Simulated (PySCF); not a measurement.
C₆H₁₀, SMILES C=C=C(C)CC.

Coordinates come from a TPSSh-D3(BJ)/def2-SVP optimisation. One conformer was computed; it need not be the lowest.

Two levels are set side by side: TDDFT-PBE/def2-SVPD (PySCF) and TDDFT-ωB97X/def2-SVPD (PySCF). Vertical, same geometry. The lowest singlet is HOMO→LUMO 98 % with PBE and HOMO→LUMO+1 81 % with the other functional; states are paired by order. Differences are taken from unrounded values.

| quantity | TDDFT-ωB97X |
|---|---|
| lowest singlet excitation (eV) | 5.74 |
| lowest triplet excitation (TDA) (eV) | 4.52 |
| first bright state (f over 0.05) (eV) | 7.33 |
| its oscillator strength | 0.17 |

Question: What does TDDFT-PBE give, and how far is it from TDDFT-ωB97X? (Estimate from the structure and the level; the computed values follow.)

Answer: 
| quantity | TDDFT-PBE | TDDFT-PBE minus TDDFT-ωB97X |
|---|---|---|
| lowest singlet excitation (eV) | 5.33 | -0.41 |
| lowest triplet excitation (TDA) (eV) | 4.45 | -0.07 |
| first bright state (f over 0.05) (eV) | 6.60 | -0.74 |
| its oscillator strength | 0.07 | -0.10 |

A lower first singlet is the usual sign of a functional without exact exchange. Differences between two approximate levels are no errors against the true value.

Rough cost on one machine, each run with all the roots and properties that it gave: TDDFT-ωB97X against TDDFT-PBE about 8 times.
